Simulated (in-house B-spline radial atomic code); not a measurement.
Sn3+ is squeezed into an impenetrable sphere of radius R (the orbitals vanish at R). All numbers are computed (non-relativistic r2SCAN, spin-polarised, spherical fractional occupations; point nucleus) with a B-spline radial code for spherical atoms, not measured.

Energies in eV above the free ion in [Kr] 4d10 5s1:

```json
{"R (bohr)": "9.89", "highest level (eV)": "-35.3", "[Kr] 4d10 5s1": "-3.463e-05", "[Ar] 3d9 4s2 4p6 4d10 4f1 5s1": "519.8", "[Kr] 4d9 5s1 5f1": "55.18"}
{"R (bohr)": "6.49", "highest level (eV)": "-35.3", "[Kr] 4d10 5s1": "0.003057", "[Ar] 3d9 4s2 4p6 4d10 4f1 5s1": "520.3", "[Kr] 4d9 5s1 5f1": "59.68"}
{"R (bohr)": "5.41", "highest level (eV)": "-35.2", "[Kr] 4d10 5s1": "0.04645", "[Ar] 3d9 4s2 4p6 4d10 4f1 5s1": "521.1", "[Kr] 4d9 5s1 5f1": "64.45"}
{"R (bohr)": "4.49", "highest level (eV)": "-34.8", "[Kr] 4d10 5s1": "0.393", "[Ar] 3d9 4s2 4p6 4d10 4f1 5s1": "522.9", "[Kr] 4d9 5s1 5f1": "72.38"}
{"R (bohr)": "3.81", "highest level (eV)": "-33.3", "[Kr] 4d10 5s1": "1.746", "[Ar] 3d9 4s2 4p6 4d10 4f1 5s1": "526.4", "[Kr] 4d9 5s1 5f1": "83.75"}
{"R (bohr)": "2.88", "highest level (eV)": "-23", "[Kr] 4d10 5s1": "13.76", "[Ar] 3d9 4s2 4p6 4d10 4f1 5s1": "543.4", "[Kr] 4d9 5s1 5f1": "124.7"}
{"R (bohr)": "2.73", "highest level (eV)": "-18.8", "[Kr] 4d10 5s1": "19.65", "[Ar] 3d9 4s2 4p6 4d10 4f1 5s1": "550.3", "[Kr] 4d9 5s1 5f1": "138.6"}
{"R (bohr)": "2.29", "highest level (eV)": "5.37", "[Kr] 4d10 5s1": "60.06", "[Ar] 3d9 4s2 4p6 4d10 4f1 5s1": "593.9", "[Kr] 4d9 5s1 5f1": "212.8"}
{"R (bohr)": "1.95", "highest level (eV)": "50.3", "[Kr] 4d10 5s1": "157.1", "[Ar] 3d9 4s2 4p6 4d10 4f1 5s1": "692.8", "[Kr] 4d9 5s1 5f1": "354.2"}
{"R (bohr)": "1.48", "highest level (eV)": "230", "[Kr] 4d10 5s1": "713.1", "[Ar] 3d9 4s2 4p6 4d10 4f1 5s1": "1250", "[Kr] 4d9 5s1 5f1": "1030"}
```

Problem. Does [Ar] 3d9 4s2 4p6 4d10 4f1 5s1 fall below [Kr] 4d10 5s1 under compression?

Solution. No, it stays above over the whole range.

Problem. Does [Kr] 4d9 5s1 5f1 fall below [Kr] 4d10 5s1 under compression?

Solution. No, it stays above over the whole range.

The highest level is first positive in the row R = 2.29 bohr, pushed up by confinement above the zero of the free ion's potential. Each configuration is held fixed and needn't be the lowest in the sphere.
